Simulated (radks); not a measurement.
Values are calculated unless marked as measured or tabulated.
Ionisation of neutral manganese, [Ar] 3d5 4s2, to [Ar] 3d5 4s1 as the strength of local exchange is varied. Level of theory: non-relativistic Kohn-Sham, Slater X-alpha exchange (alpha = 2/3 is LDA exchange), no correlation, spin-polarised, spherical densities, point nucleus; open shells are filled with parallel spins first (a radial shooting solver on a logarithmic mesh with Libxc functionals).

| alpha | E(Mn) (hartree) | exchange (hartree) | IE (eV) | -e of the level emptied (eV) | <r> of it (bohr) |
|---|---|---|---|---|---|
| 0.564 | -1139.28863 | -39.94021 | 5.601 | 3.034 (4s) | 3.555 |
| 0.621 | -1143.33254 | -44.13790 | 5.816 | 3.279 (4s) | 3.513 |
| 0.655 | -1145.75173 | -46.65560 | 5.948 | 3.430 (4s) | 3.488 |
| 0.667 | -1146.60682 | -47.54665 | 5.996 | 3.485 (4s) | 3.478 |
| 0.674 | -1147.10592 | -48.06703 | 6.024 | 3.516 (4s) | 3.473 |
| 0.713 | -1149.89069 | -50.97422 | 6.182 | 3.698 (4s) | 3.444 |
| 0.877 | -1161.67609 | -63.34637 | 6.891 | 4.513 (4s) | 3.319 |

NIST Atomic Spectra Database: 7.434 eV (measured). The central value is not met in this range of alpha. Open shells are spherical and high-spin; term and fine-structure splittings are not resolved.
